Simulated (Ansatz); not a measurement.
# Molecular dynamics of CH4SSeSi

The input (input.yaml):

```yaml
crystal:
  periodic: [false, false, false]
  atoms:
    - { symbol: S, position_ang: [-0.389521, 2.624653, -1.331289] }
    - { symbol: C, position_ang: [-0.108502, 1.61726, -0.049292] }
    - { symbol: Si, position_ang: [0.26104, -0.050669, -0.777888] }
    - { symbol: Se, position_ang: [0.35113, -1.690664, 1.515027] }
    - { symbol: H, position_ang: [-0.044572, 1.991038, 0.995064] }
    - { symbol: H, position_ang: [1.235315, -1.116616, 0.124699] }
    - { symbol: H, position_ang: [-1.073022, -0.621203, -1.2039] }
    - { symbol: H, position_ang: [-0.139669, -2.811001, 0.671979] }
basis:
  gaussian: { orbitals: def2-SVP }
hamiltonian:
  xc: pbe
  dispersion: d4
md:
  timestep: 0.5
  n_steps: 200
  ensemble: nve
  temperature: 300.0
  initial_velocities: maxwell_boltzmann
  seed: 5214
```

Launched with:

```bash
$ ansatz run input.yaml --threads 2 --pin off --max-ram 3072MiB --backend cpu --events-out ev --progress --plain --runs-dir out
```

It starts at the highest image of a converged band. Of that band: The profile has 2 maxima (images 3, 5) with wells between them (image 4): this band takes more than one step, which may be the mechanism or a detour left from its start path. A vibrational analysis at the climbing image gives one clearly imaginary mode, 382i cm⁻¹: a first-order saddle point.

Output, in part (one step line in 3, the closing report, with atoms numbered from 0):

```
md step     0: t =     0.00 fs  T =   300.0 K  F+E_penalty+E_count = -85128.00098745 eV  E_kin = 0.232668 eV  conserved = -85127.76831945 eV  (30 SCF iters)
md step     3: t =     1.50 fs  T =   269.9 K  F+E_penalty+E_count = -85127.97740117 eV  E_kin = 0.209328 eV  conserved = -85127.76807278 eV  (33 SCF iters)
md step     6: t =     3.00 fs  T =   219.9 K  F+E_penalty+E_count = -85127.93825407 eV  E_kin = 0.170529 eV  conserved = -85127.76772536 eV  (34 SCF iters)
md step     9: t =     4.50 fs  T =   202.3 K  F+E_penalty+E_count = -85127.92481709 eV  E_kin = 0.156911 eV  conserved = -85127.76790559 eV  (34 SCF iters)
md step    12: t =     6.00 fs  T =   193.6 K  F+E_penalty+E_count = -85127.91826809 eV  E_kin = 0.150148 eV  conserved = -85127.76811994 eV  (34 SCF iters)
md step    15: t =     7.50 fs  T =   160.3 K  F+E_penalty+E_count = -85127.89225832 eV  E_kin = 0.124295 eV  conserved = -85127.76796358 eV  (34 SCF iters)
md step    18: t =     9.00 fs  T =   123.6 K  F+E_penalty+E_count = -85127.86362796 eV  E_kin = 0.095860 eV  conserved = -85127.76776756 eV  (34 SCF iters)
md step    21: t =    10.50 fs  T =   115.5 K  F+E_penalty+E_count = -85127.85732824 eV  E_kin = 0.089561 eV  conserved = -85127.76776722 eV  (34 SCF iters)
md step    24: t =    12.00 fs  T =   137.5 K  F+E_penalty+E_count = -85127.87449443 eV  E_kin = 0.106605 eV  conserved = -85127.76788927 eV  (34 SCF iters)
md step    27: t =    13.50 fs  T =   168.2 K  F+E_penalty+E_count = -85127.89848189 eV  E_kin = 0.130422 eV  conserved = -85127.76805969 eV  (34 SCF iters)
md step    30: t =    15.00 fs  T =   178.9 K  F+E_penalty+E_count = -85127.90685667 eV  E_kin = 0.138719 eV  conserved = -85127.76813781 eV  (34 SCF iters)
md step    33: t =    16.50 fs  T =   161.7 K  F+E_penalty+E_count = -85127.89326750 eV  E_kin = 0.125375 eV  conserved = -85127.76789252 eV  (33 SCF iters)
md step    36: t =    18.00 fs  T =   155.0 K  F+E_penalty+E_count = -85127.88797856 eV  E_kin = 0.120221 eV  conserved = -85127.76775760 eV  (31 SCF iters)
md step    39: t =    19.50 fs  T =   179.1 K  F+E_penalty+E_count = -85127.90691121 eV  E_kin = 0.138913 eV  conserved = -85127.76799798 eV  (34 SCF iters)
md step    42: t =    21.00 fs  T =   198.2 K  F+E_penalty+E_count = -85127.92182922 eV  E_kin = 0.153700 eV  conserved = -85127.76812898 eV  (34 SCF iters)
md step    45: t =    22.50 fs  T =   188.7 K  F+E_penalty+E_count = -85127.91433791 eV  E_kin = 0.146359 eV  conserved = -85127.76797940 eV  (34 SCF iters)
md step    48: t =    24.00 fs  T =   173.3 K  F+E_penalty+E_count = -85127.90213926 eV  E_kin = 0.134369 eV  conserved = -85127.76777053 eV  (34 SCF iters)
md step    51: t =    25.50 fs  T =   184.2 K  F+E_penalty+E_count = -85127.91069868 eV  E_kin = 0.142874 eV  conserved = -85127.76782515 eV  (34 SCF iters)
md step    54: t =    27.00 fs  T =   212.1 K  F+E_penalty+E_count = -85127.93260957 eV  E_kin = 0.164513 eV  conserved = -85127.76809692 eV  (33 SCF iters)
md step    57: t =    28.50 fs  T =   214.5 K  F+E_penalty+E_count = -85127.93456261 eV  E_kin = 0.166375 eV  conserved = -85127.76818748 eV  (32 SCF iters)
md step    60: t =    30.00 fs  T =   180.1 K  F+E_penalty+E_count = -85127.90758269 eV  E_kin = 0.139659 eV  conserved = -85127.76792320 eV  (33 SCF iters)
md step    63: t =    31.50 fs  T =   152.4 K  F+E_penalty+E_count = -85127.88588605 eV  E_kin = 0.118157 eV  conserved = -85127.76772903 eV  (34 SCF iters)
md step    66: t =    33.00 fs  T =   159.9 K  F+E_penalty+E_count = -85127.89201351 eV  E_kin = 0.124018 eV  conserved = -85127.76799524 eV  (32 SCF iters)
md step    69: t =    34.50 fs  T =   163.8 K  F+E_penalty+E_count = -85127.89515537 eV  E_kin = 0.126999 eV  conserved = -85127.76815599 eV  (33 SCF iters)
md step    72: t =    36.00 fs  T =   136.5 K  F+E_penalty+E_count = -85127.87383654 eV  E_kin = 0.105853 eV  conserved = -85127.76798362 eV  (33 SCF iters)
md step    75: t =    37.50 fs  T =   101.5 K  F+E_penalty+E_count = -85127.84653505 eV  E_kin = 0.078686 eV  conserved = -85127.76784944 eV  (32 SCF iters)
md step    78: t =    39.00 fs  T =    83.2 K  F+E_penalty+E_count = -85127.83234539 eV  E_kin = 0.064551 eV  conserved = -85127.76779481 eV  (34 SCF iters)
md step    81: t =    40.50 fs  T =    91.8 K  F+E_penalty+E_count = -85127.83903792 eV  E_kin = 0.071203 eV  conserved = -85127.76783538 eV  (34 SCF iters)
md step    84: t =    42.00 fs  T =   118.7 K  F+E_penalty+E_count = -85127.86004968 eV  E_kin = 0.092025 eV  conserved = -85127.76802429 eV  (34 SCF iters)
md step    87: t =    43.50 fs  T =   134.7 K  F+E_penalty+E_count = -85127.87256658 eV  E_kin = 0.104473 eV  conserved = -85127.76809319 eV  (34 SCF iters)
md step    90: t =    45.00 fs  T =   132.9 K  F+E_penalty+E_count = -85127.87090740 eV  E_kin = 0.103049 eV  conserved = -85127.76785852 eV  (34 SCF iters)
md step    93: t =    46.50 fs  T =   147.7 K  F+E_penalty+E_count = -85127.88238241 eV  E_kin = 0.114552 eV  conserved = -85127.76783045 eV  (31 SCF iters)
md step    96: t =    48.00 fs  T =   181.3 K  F+E_penalty+E_count = -85127.90874697 eV  E_kin = 0.140606 eV  conserved = -85127.76814139 eV  (34 SCF iters)
md step    99: t =    49.50 fs  T =   186.4 K  F+E_penalty+E_count = -85127.91277685 eV  E_kin = 0.144601 eV  conserved = -85127.76817553 eV  (33 SCF iters)
md step   102: t =    51.00 fs  T =   155.5 K  F+E_penalty+E_count = -85127.88844408 eV  E_kin = 0.120563 eV  conserved = -85127.76788071 eV  (33 SCF iters)
md step   105: t =    52.50 fs  T =   133.8 K  F+E_penalty+E_count = -85127.87146281 eV  E_kin = 0.103756 eV  conserved = -85127.76770682 eV  (33 SCF iters)
md step   108: t =    54.00 fs  T =   150.0 K  F+E_penalty+E_count = -85127.88419137 eV  E_kin = 0.116327 eV  conserved = -85127.76786394 eV  (33 SCF iters)
md step   111: t =    55.50 fs  T =   178.4 K  F+E_penalty+E_count = -85127.90654177 eV  E_kin = 0.138396 eV  conserved = -85127.76814578 eV  (33 SCF iters)
md step   114: t =    57.00 fs  T =   174.3 K  F+E_penalty+E_count = -85127.90334376 eV  E_kin = 0.135173 eV  conserved = -85127.76817085 eV  (33 SCF iters)
md step   117: t =    58.50 fs  T =   135.9 K  F+E_penalty+E_count = -85127.87327685 eV  E_kin = 0.105394 eV  conserved = -85127.76788287 eV  (33 SCF iters)
md step   120: t =    60.00 fs  T =   109.9 K  F+E_penalty+E_count = -85127.85297223 eV  E_kin = 0.085237 eV  conserved = -85127.76773536 eV  (33 SCF iters)
md step   123: t =    61.50 fs  T =   119.7 K  F+E_penalty+E_count = -85127.86074440 eV  E_kin = 0.092796 eV  conserved = -85127.76794823 eV  (33 SCF iters)
md step   126: t =    63.00 fs  T =   133.7 K  F+E_penalty+E_count = -85127.87179087 eV  E_kin = 0.103715 eV  conserved = -85127.76807580 eV  (32 SCF iters)
md step   129: t =    64.50 fs  T =   129.1 K  F+E_penalty+E_count = -85127.86810100 eV  E_kin = 0.100123 eV  conserved = -85127.76797761 eV  (31 SCF iters)
md step   132: t =    66.00 fs  T =   118.3 K  F+E_penalty+E_count = -85127.85963269 eV  E_kin = 0.091770 eV  conserved = -85127.76786307 eV  (31 SCF iters)
md step   135: t =    67.50 fs  T =   121.3 K  F+E_penalty+E_count = -85127.86187977 eV  E_kin = 0.094075 eV  conserved = -85127.76780510 eV  (33 SCF iters)
md step   138: t =    69.00 fs  T =   146.9 K  F+E_penalty+E_count = -85127.88185950 eV  E_kin = 0.113943 eV  conserved = -85127.76791698 eV  (32 SCF iters)
md step   141: t =    70.50 fs  T =   174.6 K  F+E_penalty+E_count = -85127.90359211 eV  E_kin = 0.135418 eV  conserved = -85127.76817408 eV  (33 SCF iters)
md step   144: t =    72.00 fs  T =   167.0 K  F+E_penalty+E_count = -85127.89762919 eV  E_kin = 0.129536 eV  conserved = -85127.76809294 eV  (33 SCF iters)
md step   147: t =    73.50 fs  T =   140.6 K  F+E_penalty+E_count = -85127.87673051 eV  E_kin = 0.109021 eV  conserved = -85127.76770971 eV  (31 SCF iters)
md step   150: t =    75.00 fs  T =   152.7 K  F+E_penalty+E_count = -85127.88617084 eV  E_kin = 0.118403 eV  conserved = -85127.76776752 eV  (32 SCF iters)
md step   153: t =    76.50 fs  T =   194.9 K  F+E_penalty+E_count = -85127.91929968 eV  E_kin = 0.151154 eV  conserved = -85127.76814601 eV  (32 SCF iters)
md step   156: t =    78.00 fs  T =   208.4 K  F+E_penalty+E_count = -85127.92979019 eV  E_kin = 0.161610 eV  conserved = -85127.76818009 eV  (33 SCF iters)
md step   159: t =    79.50 fs  T =   184.7 K  F+E_penalty+E_count = -85127.91116480 eV  E_kin = 0.143245 eV  conserved = -85127.76791990 eV  (33 SCF iters)
md step   162: t =    81.00 fs  T =   164.0 K  F+E_penalty+E_count = -85127.89502331 eV  E_kin = 0.127202 eV  conserved = -85127.76782115 eV  (33 SCF iters)
md step   165: t =    82.50 fs  T =   165.6 K  F+E_penalty+E_count = -85127.89636470 eV  E_kin = 0.128455 eV  conserved = -85127.76790973 eV  (33 SCF iters)
md step   168: t =    84.00 fs  T =   176.8 K  F+E_penalty+E_count = -85127.90510731 eV  E_kin = 0.137097 eV  conserved = -85127.76800992 eV  (34 SCF iters)
md step   171: t =    85.50 fs  T =   180.1 K  F+E_penalty+E_count = -85127.90772032 eV  E_kin = 0.139665 eV  conserved = -85127.76805482 eV  (32 SCF iters)
md step   174: t =    87.00 fs  T =   170.7 K  F+E_penalty+E_count = -85127.90035285 eV  E_kin = 0.132416 eV  conserved = -85127.76793718 eV  (34 SCF iters)
md step   177: t =    88.50 fs  T =   166.8 K  F+E_penalty+E_count = -85127.89724157 eV  E_kin = 0.129356 eV  conserved = -85127.76788606 eV  (34 SCF iters)
md step   180: t =    90.00 fs  T =   174.5 K  F+E_penalty+E_count = -85127.90336036 eV  E_kin = 0.135319 eV  conserved = -85127.76804126 eV  (33 SCF iters)
md step   183: t =    91.50 fs  T =   170.5 K  F+E_penalty+E_count = -85127.90032877 eV  E_kin = 0.132244 eV  conserved = -85127.76808471 eV  (34 SCF iters)
md step   186: t =    93.00 fs  T =   146.1 K  F+E_penalty+E_count = -85127.88124812 eV  E_kin = 0.113304 eV  conserved = -85127.76794447 eV  (34 SCF iters)
md step   189: t =    94.50 fs  T =   123.9 K  F+E_penalty+E_count = -85127.86380811 eV  E_kin = 0.096066 eV  conserved = -85127.76774254 eV  (33 SCF iters)
md step   192: t =    96.00 fs  T =   136.8 K  F+E_penalty+E_count = -85127.87384283 eV  E_kin = 0.106130 eV  conserved = -85127.76771272 eV  (33 SCF iters)
md step   195: t =    97.50 fs  T =   188.2 K  F+E_penalty+E_count = -85127.91393144 eV  E_kin = 0.145950 eV  conserved = -85127.76798112 eV  (33 SCF iters)
md step   198: t =    99.00 fs  T =   233.2 K  F+E_penalty+E_count = -85127.94910392 eV  E_kin = 0.180830 eV  conserved = -85127.76827437 eV  (33 SCF iters)
md step   200: t =   100.00 fs  T =   235.5 K  F+E_penalty+E_count = -85127.95086498 eV  E_kin = 0.182645 eV  conserved = -85127.76821987 eV  (31 SCF iters)
Total energy: -85127.95089613 eV, -3128.3944936353 hartree
Atom 0 at    -0.457240     2.534281    -1.207433 Å, force    -0.065898     0.320387    -0.412748 eV/Å
Atom 1 at     0.041412     1.538862    -0.003488 Å, force     0.044970    -0.864180    -0.079031 eV/Å
Atom 2 at     0.359331    -0.009098    -1.035165 Å, force    -0.249796     0.120597     0.168939 eV/Å
Atom 3 at     0.317209    -1.651422     1.541250 Å, force     0.199149     0.395016     0.569034 eV/Å
Atom 4 at     0.241570     1.858115     1.033540 Å, force    -0.050685     0.151591     0.209604 eV/Å
Atom 5 at     1.228406    -1.293533     0.362635 Å, force     0.061018    -0.079855    -0.139035 eV/Å
Atom 6 at    -1.043133    -0.670438    -1.087821 Å, force     0.173991     0.365400     0.039661 eV/Å
Atom 7 at    -0.162350    -2.876117     0.908234 Å, force    -0.112749    -0.408956    -0.356423 eV/Å
Dipole moment:    -0.013383    -0.209893     0.284851 e Å
```

All steps were run. The conserved energy stayed within 0.083 meV per atom of its start (net change 0.012 meV per atom), so the integration is sound. A run of 0.1 ps of so small a system gives no equilibrium averages. The orbitals stay closed-shell, which can raise the energy where a bond breaks towards radicals; this wasn't checked here.

Between its relaxed ends the band would form Se4–H6 and break Si3–H6. These pairs go: Se4–H6 1.74 → 1.53 Å, Si3–H6 1.70 → 2.09 Å. In the last frame they stand as after the step (other bonds may differ from the relaxed reactants and products). It ends as CH2SSi + H2Se. Pairs count as bonded within 1.25 times the sum of covalent radii (0.12 Å more for H–H).

Last frame:

```xyz
8
Properties=species:S:1:pos:R:3
S -0.457 2.534 -1.207
C 0.041 1.539 -0.004
Si 0.359 -0.009 -1.035
Se 0.317 -1.651 1.541
H 0.242 1.858 1.034
H 1.228 -1.294 0.363
H -1.043 -0.670 -1.088
H -0.162 -2.876 0.908
```

Time of the run: 4.2 min on 2 threads of Intel(R) Xeon(R) Platinum 8375C CPU @ 2.90GHz (Ice Lake), with other jobs on the host, peak memory 0.16 GiB.
